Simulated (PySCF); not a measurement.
How methods differ on the excitation energy of Sn

Sn [Kr] 4d10 5s2 5p2 (3P) → Sn [Kr] 4d10 5s1 5p2 5d1 (high-spin determinant), as a difference of total energies. All numbers are calculated (PySCF 2.14, a scalar-relativistic core potential, in aug-cc-pVDZ-PP with ECP28MDF (5s4p3d, 32 functions)). Correlated levels: valence: 4s2 4p6 4d10 frozen. The calculations carry no spin-orbit coupling.

```csv
method,excitation energy (eV)
UHF,10.198
LDA,12.113
PBE,11.730
PBE0,11.547
r2SCAN,11.565
PW91,11.767
M06-2X,11.672
TPSS,11.593
BLYP,12.095
MP2 (valence),10.896
SCS-MP2 (valence),11.114
```

Question: How much does correlation contribute at MP2 (valence)?

Answer: 10.896 − (10.198) = 0.698 eV, measured against UHF.

The upper state lies above the first ionisation limit, but in LS coupling its spin forbids autoionisation to the ground ion; at this Z spin-orbit coupling breaks that rule.

The promoted electron is Rydberg-like, and one or two diffuse shells describe it only roughly, which tends to raise the upper state.

In the upper state the promoted electron has a positive orbital energy at LDA, PBE, r2SCAN, PW91, TPSS, BLYP, so the basis confines it.

The determinant of the upper state mixes LS terms, which raises its energy above the lowest term, most at the Hartree-Fock and MP2 levels.
